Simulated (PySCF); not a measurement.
Si(H)2(Br)(NH2) (BrH4NSi), SMILES N[SiH2]Br. Atoms are numbered in the order given.

```xyz
7

Si    -0.5860    -1.0734     0.0000
N      0.6689    -2.2482     0.0000
Br     0.1093     1.0858     0.0000
H     -1.3852    -1.2400    -1.2380
H     -1.3852    -1.2400     1.2380
H      1.2333    -2.3787     0.8353
H      1.2333    -2.3787    -0.8353
```
Charge 0, spin multiplicity 1.

Coordinates come from a B3LYP-D3(BJ)/def2-SVP optimisation. The values are those of a single conformer.

Method: PBE/def2-TZVPD (PySCF).

ESP charges are fitted to the potential on shells at 1.4 to 2.0 van der Waals radii. Atomic charges (e):

| atom | meta-Löwdin | ESP fit |
|---|---|---|
| Si1 | 0.69 | 0.33 |
| N2 | -0.69 | -0.84 |
| Br3 | ? | -0.20 |
| H4 | ? | -0.01 |
| H5 | ? | -0.01 |
| H6 | ? | 0.37 |
| H7 | ? | 0.37 |

### Question
Some entries are withheld; supply them. (The exact figures need the calculation; the answer reports its results.)

### Answer

- Br3, meta-Löwdin: -0.30
- H4, meta-Löwdin: -0.09
- H5, meta-Löwdin: -0.09
- H6, meta-Löwdin: 0.24
- H7, meta-Löwdin: 0.24
